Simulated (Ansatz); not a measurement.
# How methods differ on SiPH5O2 (SMILES O[SiH2]OP)

The species is SiPH5O2 (9 atoms), meant as a singlet with charge 0. SMILES: `O[SiH2]OP`. The coordinates come from a PBE0-D4/def2-TZVP relaxation. This is one conformer, not always the lowest.

```xyz
9

O    -0.3079    1.1443   -1.6429
Si    0.8177    0.5620   -0.6064
O     0.3024   -0.7781    0.2018
P    -0.9422   -0.8349    1.2776
H    -0.9987    1.7069   -1.2906
H     1.1706    1.6053    0.3913
H     1.9645    0.1235   -1.4211
H    -0.3059   -1.5909    2.3026
H    -1.6120   -1.9843    0.7706
```

Quantity: the vertical ionisation energy (to the doublet cation), in eV. The values are calculated.

```json
{"level": "HF/6-31G* (spherical functions)", "kind": "Hartree–Fock", "program": "Ansatz", "value (eV)": "9.03"}
{"level": "SVWN5/6-31G* (spherical functions)", "kind": "LDA", "program": "Ansatz", "value (eV)": "9.29"}
{"level": "BLYP/6-31G* (spherical functions)", "kind": "GGA", "program": "Ansatz", "value (eV)": "9.07"}
{"level": "r2SCAN/6-31G* (spherical functions)", "kind": "meta-GGA", "program": "Ansatz", "value (eV)": "9.41"}
{"level": "B3LYP/6-31G* (Cartesian functions)", "kind": "global hybrid", "program": "Ansatz", "value (eV)": "9.54"}
{"level": "CAM-B3LYP/6-31G* (spherical functions)", "kind": "range-separated hybrid", "program": "Ansatz", "value (eV)": "9.67"}
{"level": "wB97M-V/6-31G* (spherical functions)", "kind": "range-separated hybrid", "program": "Ansatz", "value (eV)": "9.69"}
{"level": "B2PLYP/6-31G* (spherical functions)", "kind": "double hybrid", "program": "Ansatz", "value (eV)": "9.48"}
{"level": "RPA@PBE/6-31G* (spherical functions)", "kind": "RPA", "program": "Ansatz", "value (eV)": "9.29"}
{"level": "RPA@PBE0/6-31G* (spherical functions)", "kind": "RPA", "program": "Ansatz", "value (eV)": "9.38"}
```

The values span 9.03 to 9.69 eV.
